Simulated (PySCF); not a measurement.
Species: C7H5FO2.
Bonds: O1–C2 (double), C2–F3, C2–C4, C4–C5 (aromatic), C5–C6 (aromatic), C6–C7 (aromatic), C7–O8, C7–C9 (aromatic), C9–C10 (aromatic), C4–C10 (aromatic). Hydrogens: H11 on C5; H12 on C6; H13 on O8; H14 on C9; H15 on C10.

A GFN2-xTB structure was refined with PBE0-D3(BJ)/def2-TZVP geometry optimisation, gas phase (PySCF). Its GFN2-xTB values:

```tsv
coordinate	GFN2-xTB
O1=C2	1.186 Å
C2–F3	1.366 Å
C2–C4	1.417 Å
C4–C5	1.423 Å
C5–C6	1.376 Å
C5–H11	1.066 Å
C6–C7	1.385 Å
C6–H12	1.074 Å
C7–O8	1.341 Å
O8–H13	0.989 Å
O1–C2–F3	117.5°
O1–C2–C4	130.7°
C2–C4–C5	123.5°
C2–C4–C10	119.3°
C5–C4–C10	117.2°
C5–C6–C7	120.4°
C6–C7–C9	120.8°
O8–C7–C9	121.3°
```

Problem. How do these coordinates change at the PBE0-D3(BJ)/def2-TZVP level?

Solution. 
| coordinate | PBE0-D3(BJ)/def2-TZVP (Å or °) | change |
| --- | --- | --- |
| C2–C4 | 1.464 | +0.047 |
| C4–C5 | 1.395 | -0.028 |
| O8–H13 | 0.962 | -0.027 |
| C5–H11 | 1.082 | +0.016 |
| C2–F3 | 1.352 | -0.014 |
| C6–H12 | 1.083 | +0.009 |
| C6–C7 | 1.393 | +0.008 |
| C7–O8 | 1.347 | +0.006 |
| C5–C6 | 1.378 | +0.002 |
| O1=C2 | 1.185 | -0.001 |
| O1–C2–C4 | 128.0 | -2.7 |
| O1–C2–F3 | 119.7 | +2.2 |
| C5–C4–C10 | 119.4 | +2.2 |
| C2–C4–C10 | 118.0 | -1.3 |
| O8–C7–C9 | 122.3 | +1.0 |
| C2–C4–C5 | 122.5 | -1.0 |
| C5–C6–C7 | 119.7 | -0.7 |
| C6–C7–C9 | 120.2 | -0.6 |

The energy falls by 0.124 eV over 10 energy and gradient evaluations, the largest force component goes from 0.0562 to 1.1e-04 Eh/bohr, and the atoms move by 0.023 Å rms after alignment. The bond that changes most is C2–C4 (acyl halide carbon to substituted aromatic carbon), which lengthens by 0.047 Å. Bonds longer at the end by more than 0.005 Å: 6 of 15; shorter: 5. Rotational constants go from 3842, 789.8, 655.1 to 3850, 789.9, 655.4 MHz.

The run used 340 basis functions and 77 SCF cycles in all. Time: 18 min wall, 33 min CPU; peak memory 2.6 GiB. Hardware: 2 threads, Intel Xeon at 2.50 GHz (x86_64) (shared host).

Whether it is a minimum is left open (no frequencies). One conformer, not necessarily the lowest.

Shape of the structure used: `[O:1]=[C:2]([F:3])[c:4]1[cH:5][cH:6][c:7]([OH:8])[cH:9][cH:10]1`: O1–C2–C4–C5 180°, H–O8–C7–C6 180°.
